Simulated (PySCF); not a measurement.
C2H7FO2Si, SMILES C[C@@H](O)[Si@@H](O)F. Heavy atoms are numbered as in [CH3:1][C@@H:2]([OH:3])[Si@@H:4]([OH:5])[F:6]. Hydrogens are named by the atom that carries them.

Coordinates come from a PBE0-D3(BJ)/def2-SVP optimisation. The structure was generated by enumeration; whether it is a known compound was not checked. One conformer was computed; it need not be the lowest.

The numbers are results of PBE/pcSseg-1 in PySCF, not measurements.

GIAO shieldings, no solvent; atoms alike by connectivity are averaged. δ = σ(ref) − σ: ¹³C against TMS (σ = 182.0 ppm); ¹⁷O against H2O (σ = 334.3 ppm); ²⁹Si against TMS (σ = 335.4 ppm); ¹⁹F against CFCl3 (σ = 133.6 ppm); ¹H against TMS (σ = 31.49 ppm), references at their B3LYP-D3(BJ)/def2-TZVP geometries, non-relativistic.

```json
[
 {"nucleus": "¹³C", "atoms": "C2 (CH)", "count": "1", "δ (ppm)": "63.7"},
 {"nucleus": "¹³C", "atoms": "C1 (CH3)", "count": "1", "δ (ppm)": "19.0"},
 {"nucleus": "¹⁷O", "atoms": "O5 (OH)", "count": "1", "δ (ppm)": "70.3"},
 {"nucleus": "¹⁷O", "atoms": "O3 (OH)", "count": "1", "δ (ppm)": "32.5"},
 {"nucleus": "²⁹Si", "atoms": "Si4 (SiH)", "count": "1", "δ (ppm)": "-10.3"},
 {"nucleus": "¹⁹F", "atoms": "F6", "count": "1", "δ (ppm)": "-184.5"},
 {"nucleus": "¹H", "atoms": "H on Si4", "count": "1", "δ (ppm)": "5.19"},
 {"nucleus": "¹H", "atoms": "H on C2", "count": "1", "δ (ppm)": "3.95"},
 {"nucleus": "¹H", "atoms": "H on O5", "count": "1", "δ (ppm)": "2.60"},
 {"nucleus": "¹H", "atoms": "H on C1", "count": "3", "δ (ppm)": "1.57"},
 {"nucleus": "¹H", "atoms": "H on O3", "count": "1", "δ (ppm)": "0.84"}
]
```
